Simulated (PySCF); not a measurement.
B3LYP has the VWN-RPA correlation part, as in Gaussian. Excitations are Tamm–Dancoff values on a coarser integration grid. The basis has no diffuse functions, so Rydberg states are missing or too high.

Cartesian coordinates (Å):
```xyz
5

B     -0.5819    -0.0488    -0.0080
S      1.0707    -0.6794     0.0829
H     -0.7969     1.1123    -0.1146
H     -1.4479    -0.8590     0.0447
H      1.7549     0.4756    -0.0040
```
Charge 0, multiplicity 1.

### Question
Predict the T1 excitation (TDA), HOMO and brightest of the four lowest singlets (TDA) from B3LYP-D3(BJ)/def2-TZVP (PySCF).

### Answer

| Quantity | Result |
|---|---|
| T1 excitation (TDA) | 4.64 eV |
| HOMO | -8.19 eV |
| brightest of the four lowest singlets (TDA) | 6.50 eV |
